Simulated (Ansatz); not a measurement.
Z-matrix (Å, degrees):
```
Ti
N 1 1.904
C 1 2.404 2 144.0
N 1 1.901 2 101.0 3 136.6
C 1 2.371 2 92.1 3 30.3
C 1 2.385 2 87.4 3 -4.2
N 1 1.901 2 105.2 3 -117.3
C 1 2.377 2 125.2 3 41.5
C 1 2.425 2 115.2 3 -24.2
H 2 1.008 1 130.3 3 20.1
H 2 1.010 1 119.2 3 -151.6
H 3 1.080 1 119.0 2 -164.6
H 4 1.009 1 128.7 2 -85.0
H 4 1.009 1 120.5 2 106.4
Si 5 1.854 1 116.5 2 39.7
H 6 1.081 1 118.3 2 -23.7
H 7 1.011 1 120.0 2 -15.0
H 7 1.009 1 129.4 2 152.8
H 8 1.080 1 117.8 2 102.0
H 9 1.079 1 119.4 2 -83.6
H 15 1.487 5 110.9 1 45.3
H 15 1.490 5 110.8 1 164.7
H 15 1.485 5 109.4 1 -76.1
```

The species carries charge 0 and has multiplicity 1.

(1) List the r2SCAN/def2-TZVPP orbital energies in eV (the Gaussian-basis code of Ansatz). (Estimate.)

Answers

(1) Ansatz gave: Occupied: -4855.58, -1790.72, -537.42, -447.54, -447.53, -447.52, -384.22, -384.18, -384.15, -273.30, -273.30, -273.25, -273.25, -273.07, -141.19, -96.05, -96.04, -96.04, -62.56, -38.65, -38.55, -38.52, -23.15, -21.00, -20.85, -20.80, -18.56, -18.50, -14.34, -14.07, -13.78, -12.21, -11.68, -11.65, -11.59, -10.34, -10.02, -9.75, -9.70, -8.81, -8.78, -8.68, -8.52, -8.42, -8.29, -6.68, -6.61, -5.91, -5.72, -5.64. Lowest empty: -1.59, -1.54, -1.47, -0.30, -0.14, 0.14, 0.54, 0.82.
